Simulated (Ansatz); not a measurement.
Relaxation of CH8BNO (12 atoms, charge 0, multiplicity 1), to a largest force component of 0.03 eV/Å in at most 50 steps.

Method: RKS B3LYP/6-31G* (Ansatz 0.2.0).

```xyz
12
Properties=species:S:1:pos:R:3
B 0.122 -0.261 0.278
N 0.123 -0.476 1.739
H -0.712 -0.695 2.265
H 0.974 -0.558 2.276
H 1.168 -0.183 -0.288
H -0.934 -0.300 -0.278
O -0.203 2.318 0.576
C -1.557 2.696 0.371
H -2.177 1.849 0.040
H -2.008 3.144 1.269
H -1.560 3.450 -0.420
H -0.174 1.732 1.368
```

Problem. Where does it end, and by what steps?

Solution. The forces met the threshold. The force dipped under the threshold on the way, but the program's further checks kept it going. After 16 steps the energy has fallen by 0.139 eV; H6 moved furthest, 0.57 Å.

```json
{"step": "0", "energy less start (eV)": "0.0000", "largest force component (eV/Å)": "2.189", "accepted": "yes"}
{"step": "1", "energy less start (eV)": "-0.0751", "largest force component (eV/Å)": "1.307", "accepted": "yes"}
{"step": "2", "energy less start (eV)": "-0.1137", "largest force component (eV/Å)": "0.382", "accepted": "yes"}
{"step": "3", "energy less start (eV)": "-0.1278", "largest force component (eV/Å)": "0.125", "accepted": "yes"}
{"step": "4", "energy less start (eV)": "-0.1334", "largest force component (eV/Å)": "0.157", "accepted": "yes"}
{"step": "5", "energy less start (eV)": "-0.1312", "largest force component (eV/Å)": "0.338", "accepted": "no"}
{"step": "6", "energy less start (eV)": "-0.1351", "largest force component (eV/Å)": "0.072", "accepted": "yes"}
{"step": "7", "energy less start (eV)": "-0.1367", "largest force component (eV/Å)": "0.085", "accepted": "yes"}
{"step": "8", "energy less start (eV)": "-0.1362", "largest force component (eV/Å)": "0.134", "accepted": "no"}
{"step": "9", "energy less start (eV)": "-0.1377", "largest force component (eV/Å)": "0.055", "accepted": "yes"}
{"step": "10", "energy less start (eV)": "-0.1382", "largest force component (eV/Å)": "0.037", "accepted": "yes"}
{"step": "11", "energy less start (eV)": "-0.1384", "largest force component (eV/Å)": "0.033", "accepted": "yes"}
{"step": "12", "energy less start (eV)": "-0.1386", "largest force component (eV/Å)": "0.033", "accepted": "yes"}
{"step": "13", "energy less start (eV)": "-0.1388", "largest force component (eV/Å)": "0.033", "accepted": "yes"}
{"step": "14", "energy less start (eV)": "-0.1389", "largest force component (eV/Å)": "0.030", "accepted": "yes"}
{"step": "15", "energy less start (eV)": "-0.1384", "largest force component (eV/Å)": "0.094", "accepted": "no"}
{"step": "16", "energy less start (eV)": "-0.1390", "largest force component (eV/Å)": "0.013", "accepted": "yes"}
```

```xyz
12
Properties=species:S:1:pos:R:3
B 0.201 -0.635 0.286
N 0.115 -0.424 1.668
H -0.745 -0.528 2.192
H 0.928 -0.295 2.257
H 1.271 -0.580 -0.240
H -0.805 -0.853 -0.322
O -0.225 2.590 0.649
C -1.602 2.855 0.450
H -2.112 2.058 -0.113
H -2.146 3.013 1.396
H -1.671 3.778 -0.134
H -0.149 1.738 1.109
```

Whether the end is a true minimum wasn't checked by a vibrational analysis.

Time of the run: 53 s on 1 thread of AMD EPYC 7R43 64-Core Processor (Zen 3), on a shared host, peak memory 0.16 GiB.
